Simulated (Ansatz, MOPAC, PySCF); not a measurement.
Complex: HCl (SMILES Cl) (first 2 atoms) with HBr (SMILES Br); geometry from B3LYP-D3(BJ)/def2-TZVP, rigid monomers moved along the line of their centres of mass till Cl1···H4 is 2.91 Å.
(charge 0, multiplicity 1):
```csv
atom,x (Å),y (Å),z (Å)
Cl,0.5348,-0.4660,-0.2256
H,0.8003,0.7857,-0.1236
Br,0.1419,-0.2978,4.0669
H,0.2198,-0.5805,2.6668
```

Interaction energies are E(AB) − E(A) − E(B) at the monomers' geometry in the complex; basis-set methods are counterpoise corrected. Rows marked so take none.

Cores are frozen in the correlated methods. Filled d and f shells under p-block atoms count as core. CBS(a, b) extrapolates the correlation energy as X⁻³ and adds the Hartree–Fock energy of set b. Rows in 6-31G* carry no dispersion term and start afresh at each structure (6-31G* with six Cartesian d functions); the Pople sets are all-electron and without relativity. The state that AM1, PM3 reach isn't checked.

Programs: Ansatz (a first-principles code) with Gaussian orbitals; MOPAC for AM1, PM3 (differences of heats of formation); PySCF for 6-31G* rows, the dispersion terms. Each number belongs to the level named beside it.

```
level                                  interaction energy (kJ/mol)
-------------------------------------  ---------------------------
AM1                                                           -2.9
PM3                                                           -4.6
HF/6-31G*                                                     -2.7
HF/6-31G* (no counterpoise)                                   -3.2
B3LYP/6-31G* (no counterpoise)                                 [?]
B3LYP-D4/def2-TZVPPD                                          -6.5
PBE0-D3(BJ)/def2-TZVPPD                                       -7.3
PBE0-D4/def2-TZVPPD                                           -7.0
CCSD(T)/CBS(def2-TZVPPD, def2-QZVPPD)                         -6.3
```

Problem. Some entries are withheld; supply them.

Solution. 
- B3LYP/6-31G* (no counterpoise), interaction energy (kJ/mol): -5.2
